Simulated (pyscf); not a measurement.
## H₃Si–SiH=AsH, singlet

Gas-phase minimum from PySCF at ωB97X-D3(BJ)/def2-SVP, one conformer. H₃Si–SiH=AsH lies 9.2 kcal/mol over its isomer cyclic H₅AsSi₂ (SMILES [SiH2]1[SiH2][AsH]1), and others may lie lower still (electronic energy, ωB97M-D3(BJ)). 

SMILES: [SiH3][SiH]=[AsH]
```xyz
8

Si    -1.5954     0.9397    -0.2633
Si     0.3124    -0.3570     0.0174
As     0.7572    -2.1660    -1.0653
H     -2.4415     0.2945    -1.3055
H     -2.3492     1.0273     1.0213
H     -1.2193     2.3174    -0.6952
H      1.2762     0.1435     1.0388
H     -0.5556    -2.0207    -1.8259
```

Bonded distances (Å): Si1–Si2 2.324, Si1–H4 1.489, Si1–H5 1.492, Si1–H6 1.492, Si2–As3 2.155, Si2–H7 1.491, As3–H8 1.524. Bond angles (°): Si2–Si1–H4 108.0, Si2–Si1–H5 110.1, Si2–Si1–H6 110.1, H4–Si1–H5 109.9, H4–Si1–H6 109.9, H5–Si1–H6 108.8, Si1–Si2–As3 125.3, Si1–Si2–H7 115.2, As3–Si2–H7 119.5, Si2–As3–H8 89.6.

Properties at ωB97X-D3(BJ)/def2-SVP:

- Harmonic wavenumbers, unscaled: 70, 111, 258, 391, 502, 523, 568, 612, 648, 808, 892, 945, 952, 2243, 2246, 2254, 2257, 2269 cm⁻¹
- Zero-point energy: 26.5 kcal/mol
- Rotational symmetry number: 1
- Entropy of this conformer at 298 K and 1 atm, rigid rotor and harmonic oscillator, modes under 100 cm⁻¹ raised to 100: 335.4 J/(mol K)
- Dipole moment: 1.65 D

Single-point totals, which compare only within one level (frozen core for MP2 and CC):

| level | total energy (hartree) |
|---|---|
| ωB97X-D3(BJ)/def2-TZVP | -2817.85598 |
| PBE/def2-TZVP | -2817.21673 |
| r²SCAN/def2-TZVP | -2817.79392 |
| B3LYP-D3(BJ)/def2-TZVP | -2817.96185 |
| PBE0-D3(BJ)/def2-TZVP | -2817.34584 |
| M06-2X/def2-TZVP | -2817.81265 |
| ωB97M-D3(BJ)/def2-TZVP | -2817.95036 |
| HF/def2-TZVPP | -2814.96597 |
| MP2/def2-TZVPP | -2815.47792 |
| CCSD/def2-TZVPP | -2815.52096 |
| CCSD(T)/def2-TZVPP | -2815.54568 |

Soft torsions are taken as harmonic, which can shift the entropy by several J/(mol K). The CCSD(T) − MP2 part came from Ansatz, without density fitting, on the same reference. The frozen core leaves the outer d or s,p core shells of the metals and heavy elements correlated in the MP2 and CC values, and def2-TZVPP describes them poorly, so these totals are far from the basis limit. Elements up to Kr have no core potential and no relativistic terms here.
